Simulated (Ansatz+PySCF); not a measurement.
The numbers below are computed, except where a source is named.
**Several solutions for singlet BeH2**

```csv
atom,x (Å),y (Å),z (Å)
H,0.0000,0.0000,-2.6782
Be,0.0000,0.0000,0.0000
H,0.0000,0.0000,2.6782
```

Basis set: cc-pVDZ (spherical functions). Charge 0, multiplicity 1.

UHF was run from several starts with Ansatz (development build ahead of 0.2.0) and PySCF 2.14.0.

| run | program | start | converged | energy (hartree) | <S²> |
| --- | --- | --- | --- | --- | --- |
| A | Ansatz | search for the lowest state | yes | -15.57928 | 1.23 |
| B | PySCF | guess 1e, instabilities followed | yes | -15.57928 | 1.23 |
| C | PySCF | program defaults | yes | -15.49001 | 0.00 |
| D | Ansatz | stability test followed | yes | -15.57928 | 1.23 |
| E | PySCF | guess atom, instabilities followed | yes | -15.57928 | 1.23 |
| F | PySCF | guess huckel, instabilities followed | yes | -15.57928 | 1.23 |
| G | Ansatz | atomic start, no search | yes | -15.49001 | 0.00 |
| H | PySCF | guess minao, instabilities followed | yes | -15.57928 | 1.23 |

**Question.** Which runs reached the lowest solution of this kind, and what is wrong with the others?

**Answer.** A, B, D, E, F, H reached the lowest solution found. Converged but too high: C by 2.43 eV, G by 2.43 eV. Convergence only shows a stationary point, and even a stable one can lie too high; stability tests and further starts are what find lower ones. Caution: the unrestricted determinant is a mixture of spin states. Caution: the determinant breaks the point group.
